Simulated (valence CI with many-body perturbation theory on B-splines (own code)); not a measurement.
## Pd6+: M1 decay

Method: relativistic CI+MBPT: four valence electrons over a frozen Dirac-Fock core [Kr], radial functions for each j: 9 s, 9 p, 10 d, 8 f, 5 g, 3 h, 1 i, with the one-electron correlation potential Σ1 (screened to all orders), the two-electron term Σ2, the three-electron term Σ3, Breit, model QED; selected single and double excitations, second order for the rest, scaled by the run's own slope (own B-spline code, finite nucleus).

No measured levels were compared; by estimate terms of the open shell hold to 2 to 4 % of their energy, and close levels can change places; different configurations can be misplaced against each other by 1,000 to 8,000 cm⁻¹. Core correlation moves these levels by up to 19000 cm⁻¹, and in measured spectra 5 to 20 % of such shifts remained as error; rates that hang on mixing are uncertain with them. Among the levels kept, up to 290 cm⁻¹ of a level comes from second order outside the variational space, and about a tenth of that is noise between levels of different J, which matters for small intervals. Only levels of the ground parity were solved; by the run's estimate the other parity begins above the list, which can be wrong where configurations are misplaced.

Lines 1 to 50 of 120 in falling wavelength, among levels below 264620 cm⁻¹, chosen from the decays that carry over 1 % of a level's rate. Wavelengths and rates use the calculated energies, so an error of 2000 cm⁻¹ moves a line at 3302 nm by 66 % and its rate by three times that or more. S is in atomic units (e²a₀⁴ for E2 and M2, e²a₀⁶ for E3), for M1 in squared Bohr magnetons. Weak lines are less certain than strong ones. Lines between different terms over intervals too small for the method are left out, as are lines whose strength nearly cancels. Intervals below about 2000 cm⁻¹, as at the head of this list, are uncertain by tens of per cent.

Names give the largest LS component (configuration and term), which can be under half, so a name can repeat, a term be missing and a line seem to break the LS rules; names also repeat where a configuration has a term twice. Letters in brackets count levels of one name in rising energy.

```
λ vac (nm)         Upper         Lower  Type   A (s⁻¹)  S (a.u.)
     10300      4d4 5D_1      4d4 5D_0    M1  4.74e-02  5.76e+00
      6848      4d4 5D_2      4d4 5D_1    M1  1.72e-01  1.02e+01
      6567      4d4 3H_6      4d4 3H_5    M1  6.49e-02  8.86e+00
      6426      4d4 3G_5      4d4 3G_4    M1  4.28e-02  4.63e+00
      5919      4d4 5D_3      4d4 5D_2    M1  2.19e-01  1.18e+01
      5531      4d4 5D_4      4d4 5D_3    M1  1.57e-01  8.86e+00
      4630      4d4 3H_5      4d4 3H_4    M1  2.30e-01  9.30e+00
      3302      4d4 3G_4  4d4 3F_4 [a]    M1  9.63e-02  1.16e+00
      2652      4d4 3G_3      4d4 3H_4    M1  2.81e-01  1.36e+00
      2635  4d4 3F_3 [a]  4d4 3F_2 [a]    M1  7.42e-01  3.52e+00
      2420  4d4 3P_1 [a]  4d4 3P_0 [a]    M1  1.20e+00  1.89e+00
      2181      4d4 3G_5  4d4 3F_4 [a]    M1  8.42e-01  3.56e+00
      2084  4d4 3F_3 [a]      4d4 3G_3    M1  9.79e-01  2.30e+00
      2078      4d4 3G_4      4d4 3G_3    M1  2.25e-01  6.74e-01
      2061  4d4 3P_2 [a]  4d4 3P_1 [a]    M1  1.55e+00  2.51e+00
      2054      4d4 3D_3  4d4 3P_2 [a]    M1  3.20e-01  7.20e-01
      1800  4d4 3F_4 [a]      4d4 3H_4    M1  1.59e+00  3.09e+00
      1711      4d4 3D_2  4d4 3P_2 [a]    M1  4.17e-01  3.88e-01
      1557      4d4 3G_4      4d4 3H_5    M1  3.26e-01  4.10e-01
      1549      4d4 3G_5      4d4 3H_6    M1  7.96e-01  1.21e+00
      1513      4d4 3D_1  4d4 3P_2 [a]    M1  8.85e-01  3.41e-01
      1353  4d4 1G_4 [a]      4d4 3G_5    M1  9.77e-01  8.07e-01
      1253      4d4 3G_5      4d4 3H_5    M1  1.21e+00  9.71e-01
      1207  4d4 1D_2 [a]      4d4 3D_1    M1  1.29e+00  4.22e-01
      1196  4d4 3F_4 [b]      4d4 1F_3    M1  8.00e-01  4.56e-01
      1167  4d4 3F_3 [a]      4d4 3H_4    M1  9.57e-02  3.95e-02
      1118  4d4 1G_4 [a]      4d4 3G_4    M1  1.14e+00  5.33e-01
      1116  4d4 1G_4 [a]  4d4 3F_3 [a]    M1  2.95e+00  1.37e+00
      1105  4d4 1D_2 [a]      4d4 3D_2    M1  6.17e-01  1.54e-01
      1040      4d4 3D_2  4d4 3F_2 [a]    M1  8.11e-01  1.69e-01
      1037      4d4 3D_3      4d4 3G_3    M1  3.04e-01  8.79e-02
     998.8      4d4 1I_6      4d4 3H_6    M1  2.21e+00  1.06e+00
     997.6  4d4 1D_2 [a]      4d4 3D_3    M1  2.43e+00  4.47e-01
     963.4      4d4 3D_1  4d4 3F_2 [a]    M1  6.91e-01  6.87e-02
     947.2  4d4 3P_2 [b]  4d4 1D_2 [a]    M1  1.76e+00  2.77e-01
     941.6      4d4 3D_2      4d4 3G_3    M1  1.78e-01  2.75e-02
     934.9      4d4 3D_2  4d4 3P_1 [a]    M1  5.37e-01  8.14e-02
     872.6      4d4 3D_1  4d4 3P_1 [a]    M1  2.60e+00  1.92e-01
     867.0      4d4 1I_6      4d4 3H_5    M1  2.30e+00  7.21e-01
     835.1  4d4 1G_4 [a]  4d4 3F_4 [a]    M1  6.47e+00  1.26e+00
     799.7      4d4 1F_3      4d4 3D_2    M1  9.31e-01  1.24e-01
     741.9      4d4 1F_3      4d4 3D_3    M1  3.44e+00  3.64e-01
     681.2      4d4 3H_4      4d4 5D_4    M1  9.94e-01  1.05e-01
     672.5  4d4 1D_2 [a]  4d4 3F_3 [a]    M1  1.40e+00  7.88e-02
     671.4  4d4 1D_2 [a]  4d4 3P_2 [a]    M1  2.21e+00  1.24e-01
     650.6  4d4 1G_4 [a]      4d4 3H_5    M1  2.41e+00  2.22e-01
     641.3      4d4 3D_1  4d4 3P_0 [a]    M1  2.48e+00  7.27e-02
     606.5      4d4 3H_4      4d4 5D_3    M1  2.19e-01  1.63e-02
     593.8      4d4 3H_5      4d4 5D_4    M1  3.70e-02  3.16e-03
     573.1  4d4 1S_0 [a]  4d4 3P_1 [a]    M1  2.28e+01  1.59e-01
```
